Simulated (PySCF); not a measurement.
C4H3F2N2O (charge -1).
Cartesian coordinates in Å at the GFN2-xTB level; atoms count from 1:
```xyz
12
C4H3F2N2O angstrom
F      2.7667    0.6801   -1.0733
C      1.9613    0.4413    0.0195
F      2.8845    0.2813    1.0304
O      1.2295   -0.6404   -0.1438
C     -0.1733   -0.4094   -0.0240
C     -1.1740   -1.3399   -0.1459
N     -2.3595   -0.6973    0.0396
C     -2.0011    0.5620    0.2584
N     -0.6852    0.8130    0.2349
H      1.3827    1.3562    0.2251
H     -1.1126   -2.3935   -0.3479
H     -2.7178    1.3460    0.4451
```

Computed geometry: GFN2-xTB, gas phase.

Take the most abundant isotopes and a rigid rotor. The values belong to one conformer with, in the numbering `[F:1][CH:2]([F:3])[O:4][c:5]1[cH:6][n:7][cH:8][n-:9]1`, F1–C2–O4–C5 -123°, C2–O4–C5–C6 180°.

Task: Give the principal moments of inertia and the rotational constants in MHz.

Result: Ia = 104.99, Ib = 557.23, Ic = 574.85 u·Å²; 505379 MHz·u·Å²/I gives A = 4814, B = 906.9, C = 879.1 MHz.

Task: What kind of rotor is it?

Result: A near-prolate asymmetric top. Ray's parameter κ = (2B − A − C)/(A − C) = -0.986; −1 is the prolate and +1 the oblate limit.

Task: What does the inertial defect say?

Result: Not planar: Δ = Ic − Ia − Ib = -87.37 u·Å². For a rigid frame Δ = −2 Σ m c², so Σ m c² = 43.68 u·Å² lies off the ab plane: 0.00 from hydrogen and 43.68 from heavier atoms. The atom farthest from that plane is 1.07 Å away.

Stationary, but not proved a minimum. Constants of a rigid frame at the computed geometry: no zero-point averaging, no centrifugal distortion.
